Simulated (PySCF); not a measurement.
# What an electron can do to Cu2

r²SCAN in PySCF with def2-TZVPPD on every atom, for the lowest determinant that a PBE0 search found; no spin–orbit coupling.

```
species  state (unpaired electrons)  Re (Å)  ωe (cm⁻¹)  energy of the minimum from the neutral (eV)  De (eV)                 dissociates to
    Cu2      singlet (closed shell)   2.225        268                                         0.00     2.03  Cu (3d10 4s1) + Cu (3d10 4s1)
   Cu₂⁺               doublet (σ ↑)   2.365        210                                         7.90     2.17     Cu⁺ (3d10) + Cu (3d10 4s1)
```

Q: Work out the lowest energy to break Cu2 into atoms, from its vibrational ground state.

A: D0 = De − ωe/2 = 2.03 − 0.02 = 2.01 eV (r²SCAN/def2-TZVPPD).

Q: Work out the ionisation energy of the Cu atom at this level and the threshold of dissociative ionisation.

A: IE(Cu) = 7.90 + 2.17 − 2.03 = 8.04 eV, so Cu⁺ (3d10) + Cu (3d10 4s1) + e⁻ appears at D0 + IE(Cu) = 10.05 eV (r²SCAN/def2-TZVPPD). The measured IE(Cu) is 7.726 eV (NIST ASD).

These are thermodynamic thresholds; the onsets seen under electron impact lie higher where the geometry changes, and cross-sections peak well above them.

Closed-shell solutions of metal pairs were not tested for spin polarisation, which can lower them a little.
